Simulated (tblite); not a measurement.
Species: C3H13ClSi4.
Atom-mapped SMILES: `[CH2:1]=[CH:2][CH2:3][SiH2:4][Si:5]([SiH3:6])([SiH3:7])[Cl:8]` (hydrogens: H9, H10 on C1; H11 on C2; H12, H13 on C3; H14, H15 on Si4; H16, H17, H18 on Si6; H19, H20, H21 on Si7)

Computed with GFN2-xTB (tblite), gas phase: L-BFGS steps from a force-field or distance-geometry start until the largest atomic force falls under 0.01 eV/Å.

Step 1: E = -666.0905 eV
```
atom  x, y, z in Å  |  force x, y, z in eV/Å
C1      3.2613   -0.3179    1.1973    0.425   0.170   1.165
C2      2.8056   -0.6188    0.0129   -0.306  -0.056  -1.156
C3      1.9614    0.2919   -0.8196    0.189  -0.036   0.105
Si4     0.2872   -0.4809   -1.2200    0.176  -0.217  -0.398
Si5    -1.2069    0.0548    0.3891    0.339   0.033   0.618
Si6    -2.8761   -1.4565    0.5032   -0.401  -0.469   0.398
Si7    -2.0227    2.0832   -0.2194   -0.068   0.757   0.240
Cl8    -0.2968    0.1488    2.2557   -0.061   0.034  -0.149
H9      3.8683   -1.0482    1.7172   -0.070   0.267   0.194
H10     3.0564    0.6260    1.7068    0.109  -0.421  -0.258
H11     3.0498   -1.5970   -0.4098   -0.134   0.361  -0.056
H12     1.7431    1.2059   -0.2478    0.359  -0.090  -0.269
H13     2.4563    0.5523   -1.7639    0.107   0.006   0.336
H14     0.3520   -1.9167   -1.4274    0.174  -0.262  -0.225
H15    -0.1838    0.1735   -2.4405   -0.018  -0.077  -0.249
H16    -2.3357   -2.8094    0.5719   -0.170  -0.175  -0.089
H17    -3.7814   -1.2701   -0.6188   -0.110  -0.144  -0.115
H18    -3.6133   -1.2114    1.7335   -0.259  -0.133   0.109
H19    -2.7553    2.0235   -1.4869    0.066   0.106   0.092
H20    -2.8877    2.5670    0.8544   -0.170   0.207  -0.112
H21    -0.8905    3.0169   -0.2884   -0.178   0.138  -0.182
```

Step 2: E = -666.1593 eV
```
atom  x, y, z in Å  |  force x, y, z in eV/Å
C1      3.2661   -0.3205    1.2088   -0.150  -0.034  -0.247
C2      2.8072   -0.6173    0.0047    0.028   0.334  -0.004
C3      1.9655    0.2985   -0.8219    0.027  -0.535   0.246
Si4     0.2920   -0.4881   -1.2324    0.022  -0.027  -0.095
Si5    -1.1946    0.0557    0.4085   -0.093   0.009   0.041
Si6    -2.8889   -1.4728    0.5166   -0.092   0.047  -0.015
Si7    -2.0252    2.1080   -0.2123   -0.002   0.030   0.073
Cl8    -0.2993    0.1495    2.2502    0.088   0.047   0.136
H9      3.8663   -1.0407    1.7222    0.155  -0.047   0.366
H10     3.0590    0.6168    1.7012    0.043  -0.081  -0.044
H11     3.0464   -1.5886   -0.4118   -0.056   0.116  -0.167
H12     1.7532    1.2004   -0.2560    0.234   0.246  -0.044
H13     2.4567    0.5513   -1.7520    0.315   0.124  -0.099
H14     0.3562   -1.9227   -1.4329    0.191  -0.289  -0.234
H15    -0.1842    0.1716   -2.4465   -0.015  -0.078  -0.254
H16    -2.3404   -2.8122    0.5694   -0.118  -0.355  -0.060
H17    -3.7851   -1.2735   -0.6230   -0.003  -0.169   0.042
H18    -3.6188   -1.2148    1.7346   -0.380  -0.121   0.298
H19    -2.7539    2.0260   -1.4851    0.096   0.120   0.155
H20    -2.8908    2.5713    0.8502   -0.319   0.319   0.085
H21    -0.8964    3.0189   -0.2929    0.028   0.342  -0.180
```

Step 3: E = -666.1913 eV
```
atom  x, y, z in Å  |  force x, y, z in eV/Å
C1      3.2650   -0.3224    1.2077   -0.016  -0.093  -0.089
C2      2.8088   -0.6113    0.0032    0.103   0.018   0.000
C3      1.9673    0.2928   -0.8192   -0.025  -0.220   0.045
Si4     0.2941   -0.4911   -1.2384   -0.070  -0.041  -0.004
Si5    -1.1915    0.0562    0.4162   -0.204  -0.005  -0.169
Si6    -2.8950   -1.4781    0.5213    0.002   0.124  -0.033
Si7    -2.0262    2.1175   -0.2085    0.024  -0.135   0.086
Cl8    -0.2988    0.1506    2.2503    0.134   0.048   0.222
H9      3.8681   -1.0388    1.7297    0.085  -0.006   0.261
H10     3.0605    0.6124    1.6987    0.009   0.034   0.016
H11     3.0443   -1.5839   -0.4153   -0.037   0.120  -0.151
H12     1.7605    1.2022   -0.2597    0.187   0.193  -0.041
H13     2.4618    0.5529   -1.7491    0.269   0.070  -0.058
H14     0.3607   -1.9293   -1.4386    0.187  -0.215  -0.223
H15    -0.1845    0.1696   -2.4527    0.006  -0.088  -0.222
H16    -2.3440   -2.8187    0.5676   -0.135  -0.316  -0.050
H17    -3.7864   -1.2773   -0.6238    0.012  -0.168   0.072
H18    -3.6267   -1.2179    1.7397   -0.360  -0.134   0.265
H19    -2.7519    2.0288   -1.4821    0.088   0.119   0.148
H20    -2.8970    2.5778    0.8499   -0.316   0.328   0.096
H21    -0.8981    3.0250   -0.2974    0.056   0.370  -0.168
```

Step 4: E = -666.2547 eV
```
atom  x, y, z in Å  |  force x, y, z in eV/Å
C1      3.2651   -0.3306    1.2073    0.153  -0.062   0.145
C2      2.8168   -0.6023   -0.0011    0.144  -0.343   0.140
C3      1.9705    0.2810   -0.8158   -0.051   0.407  -0.280
Si4     0.2964   -0.5006   -1.2528   -0.174  -0.072   0.117
Si5    -1.1894    0.0570    0.4291   -0.331  -0.038  -0.453
Si6    -2.9093   -1.4885    0.5330    0.130   0.132   0.069
Si7    -2.0277    2.1372   -0.1965    0.087  -0.258   0.189
Cl8    -0.2941    0.1542    2.2566    0.170   0.042   0.281
H9      3.8727   -1.0327    1.7523   -0.014   0.006   0.052
H10     3.0642    0.6037    1.6934   -0.047   0.173   0.088
H11     3.0383   -1.5687   -0.4268    0.074  -0.100  -0.185
H12     1.7826    1.2091   -0.2704    0.056   0.037  -0.035
H13     2.4791    0.5570   -1.7414    0.143  -0.064  -0.005
H14     0.3761   -1.9494   -1.4577    0.166   0.008  -0.180
H15    -0.1849    0.1626   -2.4726    0.061  -0.136  -0.106
H16    -2.3565   -2.8410    0.5619   -0.208  -0.108  -0.024
H17    -3.7897   -1.2908   -0.6243    0.027  -0.152   0.118
H18    -3.6540   -1.2291    1.7572   -0.233  -0.182   0.065
H19    -2.7451    2.0385   -1.4713    0.051   0.103   0.104
H20    -2.9191    2.6016    0.8512   -0.207   0.287   0.017
H21    -0.9010    3.0486   -0.3122    0.003   0.320  -0.118
```

Task: Estimate the geometry and energy of step 5. (The exact step hangs on the optimiser's Hessian estimate; all steps are aligned on step 4, rigid shifts and turns removed.)

Result: E = -666.2938 eV, largest force 0.592 eV/Å
```
atom  x, y, z in Å  |  force x, y, z in eV/Å
C1      3.2674   -0.3369    1.2096    0.189  -0.008   0.202
C2      2.8243   -0.5999   -0.0020    0.046  -0.382   0.137
C3      1.9725    0.2787   -0.8173    0.016   0.514  -0.293
Si4     0.2956   -0.5089   -1.2618   -0.123  -0.045   0.138
Si5    -1.1929    0.0570    0.4319   -0.301  -0.053  -0.437
Si6    -2.9181   -1.4947    0.5437    0.135   0.064   0.144
Si7    -2.0274    2.1487   -0.1839    0.105  -0.180   0.228
Cl8    -0.2879    0.1576    2.2656    0.126   0.028   0.180
H9      3.8761   -1.0284    1.7703   -0.055  -0.007  -0.062
H10     3.0662    0.5995    1.6906   -0.070   0.208   0.109
H11     3.0355   -1.5600   -0.4390    0.146  -0.225  -0.172
H12     1.8001    1.2148   -0.2790   -0.048  -0.007  -0.006
H13     2.4945    0.5590   -1.7359    0.076  -0.125  -0.038
H14     0.3906   -1.9642   -1.4750    0.144   0.153  -0.142
H15    -0.1841    0.1548   -2.4891    0.093  -0.175  -0.012
H16    -2.3696   -2.8592    0.5573   -0.250   0.049   0.002
H17    -3.7917   -1.3035   -0.6226    0.038  -0.133   0.150
H18    -3.6782   -1.2407    1.7710   -0.124  -0.209  -0.087
H19    -2.7392    2.0475   -1.4616    0.034   0.082   0.091
H20    -2.9388    2.6242    0.8520   -0.086   0.229  -0.069
H21    -0.9037    3.0714   -0.3253   -0.091   0.220  -0.062
```

The energy changes by -0.0391 eV. The first-order estimate −F·Δx gives -0.0521 eV and the mean of the old and new forces, exact on a quadratic surface, -0.0390 eV. The step makes an angle of 61° with the force vector and moves no atom by more than 0.030 Å.

What follows is the cost of the whole relaxation. On Intel Xeon 6975P-C, one thread, on a shared host, this took 3.4 s wall.
